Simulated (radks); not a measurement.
All-electron atom: W III in [Xe] 4f14 5d4. All-electron calculation, scalar-relativistic Kohn-Sham, SCAN, spin-unpolarised, spherical densities, finite nucleus; meta-GGA in the generalised Kohn-Sham scheme; Fermi nuclear charge, rms radius 5.3658 fm. Program: a radial shooting solver on a logarithmic mesh with Libxc functionals. Some entries of the table are withheld. Estimate them.

orbital,occ.,eigenvalue (eV),r(max) (bohr)
1s,2,-69576.59,0.01146
2s,2,-12048.55,0.06562
2p,6,-10536.11,0.05389
3s,2,-2798.946,0.1850
3p,6,-2348.202,0.1832
3d,10,(1),0.1496
4s,2,-595.7520,0.4209
4p,6,-447.2168,0.4412
4d,10,-258.2837,0.4523
5s,2,-96.4631,0.9588
5p,6,-60.0590,1.092
4f,14,-49.8442,(2)
5d,4,-19.8221,1.478

Answer. 
(1) 3d eigenvalue (eV): -1828.849
(2) 4f r(max) (bohr): 0.4292
